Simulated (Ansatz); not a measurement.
Two shapes of singlet ScF3.

Shape 1:

```xyz
4

Sc   -0.0411    0.0284    0.0023
F     1.7847    0.0285   -0.0169
F    -0.9022    1.6266   -0.0077
F    -0.9060   -1.5912   -0.0480
```

Shape 2:

```xyz
4

Sc    0.0055   -0.0083   -0.0008
F     1.8140    0.0051   -0.0028
F    -0.9034    1.5841   -0.0019
F    -0.9138   -1.5723   -0.0077
```

Basis set: STO-3G (spherical functions). Correlated methods keep 8 orbitals frozen. Charge 0, multiplicity 1.

Computed with Ansatz (development build ahead of 0.2.0); each method stands on the lowest determinant of its kind that the runs found.

(1) Which shape is lower in energy, and by how much in each method?

Answers

(1)

```json
{"method": "RHF", "E(2) − E(1) (eV)": "0.023"}
{"method": "RHF-MP2", "E(2) − E(1) (eV)": "0.039"}
```

Shape 1 is lower.
